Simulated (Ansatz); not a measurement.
The cluster Sn3S3 (the lowest singlet isomer of a short search) was relaxed with r2SCAN-D4 (def2-SVP) in Ansatz in these states: neutral quintet, neutral singlet, neutral triplet. The geometries follow in no particular order.

In the def2 sets Sn takes a core potential; there is no spin–orbit coupling.

A:

```tsv
atom	x (Å)	y (Å)	z (Å)
Sn1	-1.040	1.134	-0.622
Sn2	-1.077	-2.416	-0.009
Sn3	1.534	-0.030	0.626
S4	0.403	-0.803	-1.584
S5	-0.877	-0.245	1.577
S6	1.057	2.359	0.011
```

B:

```tsv
atom	x (Å)	y (Å)	z (Å)
Sn1	-1.238	0.745	1.012
Sn2	1.809	-1.232	1.319
Sn3	0.228	-0.057	-1.748
S4	-0.403	-1.785	0.305
S5	1.441	1.078	0.452
S6	-1.837	1.252	-1.340
```

C:

Cartesian coordinates in Å:
```
Sn 0.051 -0.707 -2.215
Sn -0.409 -1.615 1.915
Sn 0.761 1.122 0.756
S 1.424 -1.202 -0.011
S -1.658 0.574 1.015
S -0.168 1.828 -1.460
```

**Question.** Judge from the bond lengths which geometry belongs to which state (an estimate).

**Answer.** A is the neutral triplet (Sn1–S5 2.600 Å, Sn1–Sn3 3.089 Å, Sn3–S5 2.600 Å); B is the neutral singlet (Sn1–S5 2.757 Å, Sn1–Sn3 3.227 Å, Sn3–S5 2.757 Å); C is the neutral quintet (Sn1–S5 3.873 Å, Sn1–Sn3 3.560 Å, Sn3–S5 2.494 Å).

At PBE0-D4/def2-TZVP a singlet lies 1.43 eV below the neutral triplet. At PBE0-D4/def2-TZVP a singlet lies 4.22 eV below the neutral quintet. These are the stationary points nearest to one start from a short search; other shapes may lie lower in each state.
